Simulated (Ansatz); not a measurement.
Born–Oppenheimer molecular dynamics of C₂H₄AlF₃ (10 atoms, charge 0, multiplicity 1). It starts from a relaxed structure.

Computed with RKS r2SCAN/6-31G (Ansatz 0.2.0).

| Item | Value |
| --- | --- |
| ensemble | NVT, Langevin thermostat |
| time step | 1 fs |
| steps asked | 150 |
| set temperature | 700 K |
| friction | 0.01 /fs |
| seed | 129527 |

Frames 10 fs apart, positions in Å, forces in eV/Å.

Velocities at 20.0 fs (Å/ps):

```
C 5.88 -3.09 -2.31
C -1.77 -5.81 8.71
F -0.77 -3.89 0.41
F 3.45 -0.50 -2.42
Al -0.02 3.98 1.44
F -6.51 -8.47 -5.26
H -26.84 6.73 -15.69
H 10.61 -16.36 27.00
H -35.19 -0.52 5.86
H 3.70 17.64 -25.91
```

```xyz
10
Properties=species:S:1:pos:R:3:forces:R:3 time_fs=20.0 energy_less_start_eV=0.435 T=409
C -0.290 -1.062 0.963 1.61 -0.16 0.92
C 0.396 -0.411 -0.129 1.11 0.53 -1.04
F -0.923 0.135 -1.257 -0.11 0.18 -0.68
F 1.112 -1.411 -0.789 0.13 0.28 -0.56
Al 0.370 1.482 -0.960 0.96 -1.00 -0.02
F -0.338 2.450 0.244 -0.15 0.53 0.04
H 0.457 -0.883 1.791 -0.94 -0.44 -0.13
H -0.389 -2.121 0.753 -0.17 -0.35 0.19
H -1.209 -0.600 1.172 -1.32 0.72 0.64
H 1.587 1.969 -2.034 -1.12 -0.28 0.63
10
Properties=species:S:1:pos:R:3:forces:R:3 time_fs=30.0 energy_less_start_eV=0.566 T=379
C -0.308 -1.096 0.993 2.67 0.19 1.84
C 0.413 -0.421 -0.124 0.55 -0.08 0.11
F -0.912 0.106 -1.257 0.29 0.07 -0.26
F 1.144 -1.405 -0.812 -0.27 0.44 -0.09
Al 0.377 1.498 -0.936 -1.11 -3.11 1.16
F -0.424 2.396 0.198 -0.71 1.35 1.14
H 0.257 -0.933 2.002 -0.33 0.01 -1.68
H -0.330 -2.174 0.907 -0.40 -0.37 -0.48
H -1.222 -0.646 1.214 -1.98 0.68 -0.04
H 1.209 1.968 -2.031 1.29 0.82 -1.70
10
Properties=species:S:1:pos:R:3:forces:R:3 time_fs=40.0 energy_less_start_eV=0.765 T=422
C -0.351 -1.105 1.040 4.53 -0.20 -0.38
C 0.481 -0.419 -0.130 -1.08 -0.47 2.04
F -0.898 0.086 -1.269 0.27 -0.22 -0.10
F 1.125 -1.399 -0.815 0.47 -0.38 -0.53
Al 0.366 1.432 -0.921 -0.12 0.44 -1.10
F -0.545 2.367 0.189 0.28 0.29 0.06
H 0.120 -0.971 2.106 -0.77 -0.32 -2.19
H -0.463 -2.130 0.690 0.36 -0.49 0.57
H -1.277 -0.715 0.974 -3.44 1.93 0.32
H 1.141 2.091 -2.312 -0.51 -0.57 1.31
10
Properties=species:S:1:pos:R:3:forces:R:3 time_fs=50.0 energy_less_start_eV=0.635 T=454
C -0.371 -1.061 0.951 2.76 -2.29 3.59
C 0.523 -0.456 0.004 0.37 -0.01 -1.97
F -0.882 0.073 -1.316 0.13 -0.21 -0.25
F 1.149 -1.392 -0.818 0.21 0.10 0.60
Al 0.335 1.363 -0.940 -1.77 0.71 1.60
F -0.632 2.333 0.189 0.92 -0.52 -0.58
H 0.044 -0.962 2.067 -0.63 0.17 -2.16
H -0.545 -2.146 0.853 0.11 0.30 -0.48
H -1.248 -0.545 0.918 -2.78 1.62 0.15
H 0.983 2.112 -2.113 0.68 0.14 -0.49
10
Properties=species:S:1:pos:R:3:forces:R:3 time_fs=60.0 energy_less_start_eV=0.428 T=542
C -0.397 -1.085 0.969 3.31 -0.69 1.01
C 0.562 -0.492 0.006 -0.46 0.31 -1.22
F -0.849 0.069 -1.371 -0.27 -0.59 -0.50
F 1.230 -1.397 -0.820 -0.31 0.11 1.05
Al 0.276 1.352 -0.921 -0.21 0.95 0.85
F -0.695 2.298 0.170 0.46 -0.20 -0.15
H -0.022 -0.819 2.013 0.04 -0.80 -0.88
H -0.526 -2.154 0.789 -0.31 0.07 0.34
H -1.243 -0.493 0.954 -2.37 1.06 -0.49
H 1.184 2.137 -1.957 0.13 -0.22 -0.01
10
Properties=species:S:1:pos:R:3:forces:R:3 time_fs=70.0 energy_less_start_eV=0.591 T=554
C -0.409 -1.091 1.007 2.46 -2.79 -1.78
C 0.566 -0.529 -0.079 -1.22 1.36 1.25
F -0.824 0.065 -1.459 -0.01 -0.21 -0.36
F 1.321 -1.409 -0.786 -0.29 -0.46 0.40
Al 0.229 1.407 -0.878 2.21 -1.38 -0.73
F -0.755 2.266 0.137 -0.93 1.11 1.05
H -0.052 -0.953 2.045 -0.08 0.28 -0.56
H -0.563 -2.208 0.811 0.30 1.13 0.45
H -1.334 -0.648 0.790 -1.49 1.15 0.12
H 1.591 2.019 -1.613 -0.96 -0.19 0.17
10
Properties=species:S:1:pos:R:3:forces:R:3 time_fs=80.0 energy_less_start_eV=0.498 T=673
C -0.379 -1.153 0.910 -0.54 -0.75 0.07
C 0.443 -0.502 -0.098 2.02 -0.55 -1.02
F -0.809 0.059 -1.583 0.57 0.39 0.14
F 1.390 -1.425 -0.731 -1.74 1.50 0.92
Al 0.231 1.444 -0.856 -1.10 -2.36 0.58
F -0.860 2.302 0.113 -0.34 0.37 0.30
H -0.011 -0.857 1.902 0.42 -0.12 0.09
H -0.511 -2.267 0.866 0.15 0.99 -0.15
H -1.320 -0.607 0.864 -0.62 -0.22 -0.05
H 1.505 2.042 -1.339 1.18 0.75 -0.88
10
Properties=species:S:1:pos:R:3:forces:R:3 time_fs=90.0 energy_less_start_eV=0.516 T=710
C -0.407 -1.225 0.818 -1.75 -1.28 -0.26
C 0.392 -0.530 -0.168 0.87 0.60 -0.45
F -0.784 0.062 -1.707 0.80 0.39 0.40
F 1.419 -1.354 -0.615 -0.49 0.35 -0.33
Al 0.248 1.409 -0.834 -0.61 0.17 0.02
F -0.951 2.344 0.092 1.06 -0.76 -0.69
H 0.130 -0.877 1.691 0.18 -0.26 1.14
H -0.435 -2.372 0.755 0.18 1.66 0.05
H -1.443 -0.807 0.909 0.84 -0.29 -0.19
H 1.618 2.190 -1.458 -1.06 -0.59 0.32
10
Properties=species:S:1:pos:R:3:forces:R:3 time_fs=100.0 energy_less_start_eV=0.685 T=725
C -0.461 -1.300 0.762 -1.20 -1.47 -3.16
C 0.375 -0.539 -0.232 -1.04 1.30 2.63
F -0.724 0.070 -1.792 0.58 -0.24 0.56
F 1.449 -1.262 -0.531 1.24 -1.11 -1.22
Al 0.258 1.347 -0.788 -2.23 1.14 -0.15
F -0.994 2.321 0.058 1.27 -1.04 -0.56
H -0.054 -1.205 1.726 0.70 0.74 1.66
H -0.274 -2.404 0.521 -0.89 1.07 0.23
H -1.547 -0.991 0.738 1.19 -0.45 0.06
H 1.333 2.169 -1.576 0.38 0.05 -0.05
10
Properties=species:S:1:pos:R:3:forces:R:3 time_fs=110.0 energy_less_start_eV=0.588 T=906
C -0.499 -1.428 0.619 -2.59 -1.08 -1.37
C 0.347 -0.488 -0.125 1.19 -2.97 -0.33
F -0.634 0.033 -1.826 0.66 -0.01 1.04
F 1.524 -1.218 -0.534 -1.35 1.16 0.19
Al 0.203 1.330 -0.736 0.02 0.48 -2.02
F -0.978 2.253 -0.008 -0.94 0.61 0.89
H -0.281 -1.236 1.630 0.64 0.07 1.99
H -0.440 -2.537 0.408 0.67 1.25 -0.06
H -1.620 -1.234 0.586 1.25 0.42 -0.39
H 1.284 2.115 -1.549 0.46 0.07 0.05
10
Properties=species:S:1:pos:R:3:forces:R:3 time_fs=120.0 energy_less_start_eV=0.476 T=1062
C -0.580 -1.565 0.478 1.01 -0.17 -1.31
C 0.405 -0.594 -0.035 -0.22 0.89 -1.36
F -0.538 -0.034 -1.796 0.33 0.33 0.49
F 1.573 -1.136 -0.540 -0.42 -0.39 0.48
Al 0.166 1.312 -0.750 2.43 -0.95 -1.73
F -1.009 2.199 -0.030 -1.64 1.17 1.04
H -0.341 -1.458 1.521 -0.48 -0.34 1.36
H -0.256 -2.592 0.137 -1.06 0.76 0.28
H -1.617 -1.187 0.249 1.05 -0.79 0.29
H 1.558 2.061 -1.362 -1.00 -0.50 0.47
10
Properties=species:S:1:pos:R:3:forces:R:3 time_fs=130.0 energy_less_start_eV=0.666 T=787
C -0.561 -1.666 0.378 -2.11 -1.45 -2.04
C 0.421 -0.661 -0.035 -0.80 1.89 0.33
F -0.473 -0.090 -1.739 -0.26 -0.32 -0.90
F 1.624 -1.046 -0.528 0.42 -1.36 -0.02
Al 0.177 1.267 -0.809 -1.68 0.44 2.37
F -1.077 2.208 0.035 0.95 -0.76 -0.94
H -0.701 -1.886 1.434 0.46 0.38 0.36
H -0.534 -2.640 -0.173 0.85 0.31 0.46
H -1.584 -1.326 -0.019 1.29 0.29 0.89
H 1.542 1.874 -1.058 0.89 0.57 -0.52
```

Of the whole run (150 fs, mean temperature of the second half 752 K): A run of 0.15 ps of so small a system gives no equilibrium averages. Limits of this set-up: no polarisation functions.

Time of the run: 10 min on 1 thread of Intel(R) Xeon(R) Processor @ 2.70GHz, on a shared host, peak memory 0.12 GiB.
